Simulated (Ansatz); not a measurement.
```yaml
crystal:
  periodic: [false, false, false]
  atoms:
    - {symbol: Zr, position_ang: [0.000031, -0.000018, 0.000028]}
    - {symbol: O, position_ang: [-0.440909, 0.221104, 1.874481]}
    - {symbol: H, position_ang: [-0.665173, 0.328209, 2.806153]}
    - {symbol: O, position_ang: [1.911236, 0.211620, -0.243630]}
    - {symbol: H, position_ang: [2.861545, 0.321704, -0.364169]}
    - {symbol: O, position_ang: [-0.936746, 1.336413, -1.045576]}
    - {symbol: H, position_ang: [-1.399262, 2.000954, -1.569233]}
    - {symbol: O, position_ang: [-0.533649, -1.769094, -0.585168]}
    - {symbol: H, position_ang: [-0.797072, -2.650902, -0.872876]}
basis:
  gaussian: {orbitals: def2-mTZVPP, fitting: {mean_field: def2-universal-jkfit}, final_grid: {core_spheres: 5, valence_spheres: 4, degree: 11}}
total_charge: -1
magnetization: {spin_polarized: true, initial_magnetization: 1}
hamiltonian: {xc: {name: B97}}
scf: {lower_state_search: off}
```

```sh
$ ansatz run in.yaml --threads 4 --pin off --events-out ev --progress --plain --max-ram 3916MiB
```

Shortened log:

```
Functional definition: B97
635 factors; integrals over basis functions are off by at most 9.2e-1 eV
mean field evaluation 1: about -9529.7413 eV, gradient 5.4e1 eV
mean field evaluation 2: about -9492.6331 eV, gradient 1.2e2 eV
mean field evaluation 4: about -9539.4888 eV, gradient 3.3e0 eV
mean field evaluation 8: about -9539.4936 eV, gradient 8.3e-2 eV
mean field evaluation 16: about -9539.4937 eV, gradient 1.2e-4 eV
mean field -9539.49368332 eV, -350.5699267609 hartree, gradient 3.0e-6 eV, S^2 0.750288; 0 other end points of the search recorded, 0 dependent functions left out
reference -9539.49376783 eV, -350.5699298665 hartree; 25, 24 occupied and 124, 125 virtual orbitals, 635 factors
Total energy: -9539.49376783 eV, -350.5699298665 hartree
Checks for a lower state left out: stability, starts, cluster_reference, orbital_swaps, neighbouring_geometries, increment
```

Run time 1.6 s (4 threads of Arm Neoverse V2 on a shared host).

In the def2 sets Zr takes a core potential; there is no spin–orbit coupling. The highest occupied level of an anion often lies above zero with these methods, and sets without diffuse functions describe the outer electron poorly.
